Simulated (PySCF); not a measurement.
**Radial density of Zr (zirconium, neutral)**

B3LYP, [Kr] 4d2 5s2, high-spin 3F determinant. Calculation: PySCF 2.14, in x2c-SVPall (6s5p5d1f, 53 functions); the spin-free X2C one-electron Hamiltonian (Gaussian nucleus).

```json
{"r (bohr)": "0.0339", "4πr²ρ (e/bohr)": "47.96", "4πr²(ρα − ρβ)": "-0.0003"}
{"r (bohr)": "0.0570", "4πr²ρ (e/bohr)": "42.26", "4πr²(ρα − ρβ)": "0.0003"}
{"r (bohr)": "0.0959", "4πr²ρ (e/bohr)": "58.51", "4πr²(ρα − ρβ)": "0.0143"}
{"r (bohr)": "0.161", "4πr²ρ (e/bohr)": "50.57", "4πr²(ρα − ρβ)": "0.0817"}
{"r (bohr)": "0.271", "4πr²ρ (e/bohr)": "38.76", "4πr²(ρα − ρβ)": "0.1790"}
{"r (bohr)": "0.456", "4πr²ρ (e/bohr)": "39.94", "4πr²(ρα − ρβ)": "0.0610"}
{"r (bohr)": "0.767", "4πr²ρ (e/bohr)": "11.44", "4πr²(ρα − ρβ)": "0.1323"}
{"r (bohr)": "1.29", "4πr²ρ (e/bohr)": "8.456", "4πr²(ρα − ρβ)": "0.8417"}
{"r (bohr)": "2.17", "4πr²ρ (e/bohr)": "2.392", "4πr²(ρα − ρβ)": "0.8071"}
{"r (bohr)": "3.65", "4πr²ρ (e/bohr)": "0.8605", "4πr²(ρα − ρβ)": "0.2307"}
{"r (bohr)": "6.14", "4πr²ρ (e/bohr)": "0.1317", "4πr²(ρα − ρβ)": "0.0019"}
{"r (bohr)": "10.3", "4πr²ρ (e/bohr)": "0.001229", "4πr²(ρα − ρβ)": "-0.0004"}
```

Densities and radii are taken from the X2C orbitals without a picture-change correction, which distorts them close to the nucleus.
